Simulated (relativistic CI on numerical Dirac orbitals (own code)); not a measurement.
# Ligand-field terms of d4

Computed with a parametric ligand-field model of a d^n configuration (Racah B and C, spin-orbit zeta, crystal field), exact diagonalisation.

Field parameters in Wybourne normalisation: Oh B⁴₀ = 21Dq, B⁴₄ = √(5/14) B⁴₀. The field is a parameter set, without covalency.

B = 720 cm⁻¹, C = 2840 cm⁻¹ (C/B = 3.94), Oh, no spin-orbit coupling. Tanabe-Sugano data, E/B above the lowest term (Δ = |10Dq|; b, c mark the second and third term of a kind):

```tsv
Δ/B	5E	5T2	3T1	3E	3T2	1T2	1E	1A1
1.0	0.00	1.00	19.67	19.95	20.55	29.54	29.46	30.54
5.0	0.00	5.00	17.29	20.36	21.98	27.42	27.74	30.89
9.0	0.00	9.00	13.98	20.55	22.39	24.40	25.25	29.88
13.0	0.00	13.00	10.41	20.66	22.58	21.10	22.28	28.34
17.0	0.00	17.00	6.71	20.72	22.70	17.64	19.00	26.42
21.0	0.00	21.00	2.94	20.77	22.78	14.08	15.52	24.21
25.0	0.88	25.88	0.00	21.68	23.72	11.32	12.79	22.61
29.0	4.73	33.73	0.00	25.56	27.61	11.48	12.96	23.77
33.0	8.61	41.61	0.00	29.45	31.53	11.62	13.08	24.77
37.0	12.50	49.50	0.00	33.37	35.45	11.75	13.18	25.62
41.0	16.42	57.42	0.00	37.29	39.39	11.86	13.26	26.36
45.0	20.34	65.34	0.00	41.22	43.33	11.96	13.32	26.99
```

The ground term changes from 5E to 3T1 between Δ/B = 21.0 and 25.0.
